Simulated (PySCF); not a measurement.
# Potential energy of RbBe⁺ along the bond

Set-up: Rb def2-TZVP with ECP28, Be def2-TZVP; scalar-relativistic core potentials (PySCF 2.14). Energies in eV from Rb⁺ + Be in their ground configurations at the same level. State: ¹Σ⁺ (singlet), closed shell.

```csv
R (Å),BLYP
3.197,-0.0682
3.346,-0.1262
3.495,-0.1584
3.607,-0.1706
3.718,-0.1756
3.829,-0.1754
3.978,-0.1697
4.164,-0.1574
4.387,-0.1392
4.685,-0.1143
```

Put a parabola through the three lowest points of the BLYP curve and estimate Re, k and ωe (reduced mass 8.147 u; 1 eV/Å² = 0.16022 mdyn/Å; ωe = 1302.8·√(k/μ) cm⁻¹).

Through R = 3.607, 3.718, 3.829 Å the second-order coefficient is 0.211 eV/Å², so Re ≈ 3.769 Å, k ≈ 0.0676 mdyn/Å and ωe ≈ 119 cm⁻¹. A polynomial fit of higher order to the unrounded BLYP energies gives Re = 3.767 Å, k = 0.0570 mdyn/Å, ωe = 109 cm⁻¹; anharmonicity and rounding make the difference.

The higher-order fit for each curve: BLYP: Re = 3.767 Å, ωe = 109 cm⁻¹, De = 0.176 eV.

Closed-shell solutions of metal pairs were not tested for spin polarisation, which can lower them a little. The bond is weak. Basis-set superposition, not corrected here, can be much of De in a small basis, most of all at correlated wavefunction levels. For an ion De counts to the pair picked by the measured ionisation energies or electron affinities, which need not be the lowest pair at this level.
